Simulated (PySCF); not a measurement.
# Gas-phase XPS of `C[C@H](F)C(F)(F)C(=O)Cl`, computed

Species: C4H4ClF3O.
Z-matrix (Å and degrees, PBE0-D3(BJ)/def2-SVP geometry), rows numbered from 1:
```
C 
C   1  1.5054
F   2  1.3742  1  110.50
C   2  1.5243  1  112.48  3  -118.65
F   4  1.3516  2  109.15  1   -63.32
F   4  1.3376  2  110.72  1    55.57
C   4  1.5462  2  110.86  1   179.51
O   7  1.1824  4  122.12  2    43.11
Cl  7  1.7509  4  114.32  2  -139.15
H   1  1.0985  2  110.31  3   179.49
H   1  1.0985  2  110.14  3    59.03
H   1  1.0983  2  109.48  3   -60.81
H   2  1.1024  1  111.92  3   120.89
```

The calculation used delta-SCF UKS SCAN, pcX-2 on the ionised atom, pcseg-1 elsewhere, spin-free X2C (PySCF). Binding energies are ΔSCF values: E(core-ionised, relaxed orbitals) − E(ground state) at a fixed geometry, referred to the vacuum level.

Problem. List the computed XPS lines with their assignment.

Solution. 
```
atom(s)              environment     level  binding energy (eV)  2p1/2 (eV)  above the level's lowest (eV)  count
     C1            methyl carbon      C 1s               291.63           –                           0.00      1
     C2           sp3 C–F carbon      C 1s               294.08           –                          +2.45      1
     F3           alkyl fluorine      F 1s               693.20           –                           0.00      1
     C4               CF2 carbon      C 1s               296.57           –                          +4.94      1
     F5  fluorine of a CF2 group      F 1s               694.13           –                          +0.93      1
     F6  fluorine of a CF2 group      F 1s               694.12           –                          +0.92      1
     C7       acyl halide carbon      C 1s               295.67           –                          +4.04      1
     O8          carbonyl oxygen      O 1s               539.47           –                           0.00      1
    Cl9     chlorine bonded to C  Cl 2p3/2               206.90      208.56                           0.00      1
    Cl9     chlorine bonded to C     Cl 1s              2829.50           –                           0.00      1
```

The listed C 1s values span 4.94 eV, from C1 (bonded to C and 3 H) to C4 (bonded to 2 F and 2 C). The widest gap between neighbouring values is 2.45 eV, between 291.63 and 294.08 eV. Summing the Pauling electronegativity differences to the bonded atoms, each weighted by its formal bond order, gives -1.05 for the lowest site and +2.86 for the highest; no listed site has a larger sum than the highest.

The listed F 1s values span 0.93 eV, from F3 (bonded to C) to F5 (bonded to C). The widest gap between neighbouring values is 0.92 eV, between 693.20 and 694.12 eV. Summing the Pauling electronegativity differences to the bonded atoms, each weighted by its formal bond order, gives -1.43 for the lowest site and -1.43 for the highest; the sum is the same at every site. The values 694.12 and 694.13 eV lie too close for their order to be trusted.

Problem. Which photon wavelength matches the Cl 1s of Cl9 threshold?

Solution. λ = hc/E = 12398.42 eV Å / 2829.50 eV = 4.382 Å.

2p3/2 and 2p1/2 are the ΔSCF energy of one spin-free 2p hole plus the eigenvalues of a spin–orbit and ligand-field matrix of the shell. 2p1/2 minus 2p3/2 (ligand field included): Cl 1.65 eV. One conformer (not necessarily the lowest) at the PBE0-D3(BJ)/def2-SVP geometry, without solvent, vibrations or thermal averaging.

The run took 1.8 min on an Arm Neoverse V2 with one thread (shared host), and the process peaked at 0.72 GiB of memory.
